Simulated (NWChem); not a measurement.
Molecule: GeH3SeI; SMILES [GeH3][Se]I

```xyz
6

Se     1.1419    -0.4557     0.0000
I     -0.2880     1.6392     0.0000
Ge    -0.6448    -2.0113     0.0000
H      0.0602    -3.3793     0.0000
H     -1.4927    -1.8210     1.2660
H     -1.4927    -1.8210    -1.2660
```
Atoms are numbered in this order, from 1.

Computed with NWChem. Structure relaxed at the PBE0/def2-SVP level. No frequency run checked for a minimum. def2 effective core potentials on I; no spin-orbit coupling.

For level B3PW91/def2-SVP:

```yaml
highest occupied level (eV): -6.43
orbital gap (eV): 3.43
dipole (D): 1.58
```

**Question.** How do the values read with level KT2/def2-SVP instead?

**Answer.** The highest occupied level (eV) comes out as -5.52, the orbital gap (eV) is 1.86 and the dipole (D) comes out as 1.40.
